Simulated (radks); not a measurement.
Problem. All-electron atom: Pb XXI in [Kr] 4d10 4f14 5s2. Method: scalar-relativistic Kohn-Sham, SCAN, spin-polarised, spherical densities, finite nucleus; meta-GGA in the generalised Kohn-Sham scheme; Fermi nuclear charge, rms radius 5.5012 fm; computed with a radial shooting solver on a logarithmic mesh with Libxc functionals. Some entries of the table are withheld. Estimate them.

| orbital | occ. | eigenvalue (eV) | r(max) (bohr) |
|---|---|---|---|
| 1s | 2 | (1) | 0.009845 |
| 2s | 2 | -16279.83 | 0.05711 |
| 2p | 6 | -14032.95 | 0.04760 |
| 3s | 2 | -4272.913 | 0.1609 |
| 3p | 6 | -3624.839 | (2) |
| 3d | 10 | -2962.541 | (3) |
| 4s | 2 | (4) | 0.3618 |
| 4p | 6 | -1110.194 | (5) |
| 4d | 10 | -860.5839 | 0.3864 |
| 4f | 14 | -585.2563 | 0.3456 |
| 5s | 2 | -559.6167 | 0.7507 |

Solution. 
(1) 1s eigenvalue (eV): -88663.40
(2) 3p r(max) (bohr): 0.1610
(3) 3d r(max) (bohr): 0.1314
(4) 4s eigenvalue (eV): -1324.663
(5) 4p r(max) (bohr): 0.3812
